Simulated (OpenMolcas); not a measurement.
# OpenMolcas run: Ag2+

Ag2+ with its 6 nearest oxide ions at 2.245 Å, on the Mg site of MgO (a = 4.2112 Å, distance in the model lattice 2.106 Å). The rest of the host is ab initio model potentials to 7.6 Å, with orthogonalisation functions on the cations behind the ligands, and point charges beyond; the distance is set by hand and nothing relaxes. Ligand basis ANO-RCC-VDZP.

Input, with the lattice sites abridged:

```
&GATEWAY
Basis set
Ag.ANO-RCC-VTZP.
Ag1 0.0 0.0 0.0 Angstrom
End of basis
Basis set
O.ANO-RCC-VDZP.
L1 2.245000 0.000000 0.000000 Angstrom
L2 0.000000 2.245000 0.000000 Angstrom
L3 0.000000 0.000000 2.245000 Angstrom
End of basis
Basis set
Mg.EMB-AIMP.Pascual.10s4p.1s1p.ECP.MgO.
PseudoCharge
* 3 symmetry-unique lattice sites within 7.6 angstrom
End of basis
Basis set
Mg.EMB-AIMP.Pascual.0s.0s.ECP.MgO.
PseudoCharge
* 40 symmetry-unique lattice sites within 7.6 angstrom
End of basis
Basis set
O.EMB-AIMP.Pascual.0s.0s.ECP.MgO.
PseudoCharge
* 55 symmetry-unique lattice sites within 7.6 angstrom
End of basis
Symmetry
XYZ
AngMom=0.0 0.0 0.0
AMFI
RICD
XField
997 Angstrom 0
* Evjen-weighted lattice charges
&SEWARD
* reference wave functions (RASSCF and RASSI steps not shown): 9 electrons in 5 orbitals (4d)
>>> COPY JOB001 $Project.JobIph
&CASPT2
Multistate=5 1 2 3 4 5
NoMult
Frozen=11 9
IPEA=0.25
Imaginary=0.1
MaxIter=60
WThr=0.0 0.3 0.05
PrWF=0.5
NoMix
```

Launched by
```bash
OMP_NUM_THREADS=1 MOLCAS_MEM=2457 MOLCAS_PROJECT=a pymolcas a.inp > a.log  # once for each step of the input, in one work folder
```

Output, cut to the results:

```
--- CASPT2 ---
Orbital specifications:
      -----------------------

      Symmetry species                           1   2
                                                ag  au
      Frozen orbitals                           11   9
      Inactive orbitals                         13  15
      Active orbitals                            5   0
      Secondary orbitals                        61  62
      Deleted orbitals                           0   0
      Number of basis functions                 90  86
Type of calculation                        SS-CASPT2
      Fock operator                              state-specific
      IPEA shift                                 0.25
      Real shift                                 0.00
      Imaginary shift                            0.10
      The input orbitals will be transformed to quasi-canonical
Reference energy:       -5771.0089577583
      E2 (Non-variational):      -1.7946209203
      Shift correction:          -0.0013336418
      E2 (Variational):          -1.7959545621
      Total energy:           -5772.8049123204
      Residual norm:              0.0000009153
      Reference weight:           0.69487
      Contributions to the CASPT2 correlation energy
      Active & Virtual Only:         -0.1951223439
      One Inactive Excited:          -0.3876076616
      Two Inactive Excited:          -1.2118909148
Reference energy:       -5771.0089577582
      E2 (Non-variational):      -1.7945684341
      Shift correction:          -0.0013314353
      E2 (Variational):          -1.7958998694
      Total energy:           -5772.8048576276
      Residual norm:              0.0000007401
      Reference weight:           0.69493
      Contributions to the CASPT2 correlation energy
      Active & Virtual Only:         -0.1950755076
      One Inactive Excited:          -0.3876092147
      Two Inactive Excited:          -1.2118837118
::    CASPT2 Root  1     Total energy:  -5772.80491232
::    CASPT2 Root  2     Total energy:  -5772.80485763
::    CASPT2 Root  3     Total energy:  -5772.71248403
::    CASPT2 Root  4     Total energy:  -5772.71248402
::    CASPT2 Root  5     Total energy:  -5772.71135536
```

Spin-orbit levels above the lowest (labels of O, the rotations of Oh), with the averaged single-state CASPT2 energies on the diagonal:

```json
{"E (cm-1)": "0", "Degeneracy": "4", "Label": "Γ8", "2S+1": "2", "g": ""}
{"E (cm-1)": "18930", "Degeneracy": "2", "Label": "Γ7", "2S+1": "2", "g": "1.92 1.92 1.92"}
{"E (cm-1)": "21500", "Degeneracy": "4", "Label": "Γ8", "2S+1": "2", "g": ""}
```

Roots that are degenerate in the reference are averaged as groups; the widest CASPT2 spread within a group is 250 cm-1 (the 3-fold group of multiplicity 2 near 20400 cm-1 above the lowest state of its run). Shifts and gaps below about the spread of the groups concerned are not significant. Over all roots computed the reference weight is 0.69 to 0.70; a low but even weight reflects the number of correlated electrons. An orbital doublet at a regular site is open to a Jahn-Teller distortion, which this geometry leaves out. The least metal-like active orbital is 78 % on the metal (Löwdin) and no ligand orbital is active, so the numbers are rough. Ligand-to-metal charge-transfer states are missing. With one d shell and no ligand orbital active, 10Dq can be off by a tenth or more. No measured value stands beside these numbers; the geometry was set by hand and not optimised.

The CASPT2 steps took 21 s on 1 thread of Intel(R) Xeon(R) 6975P-C (Granite Rapids), with other jobs on the host; the integral step is not counted.
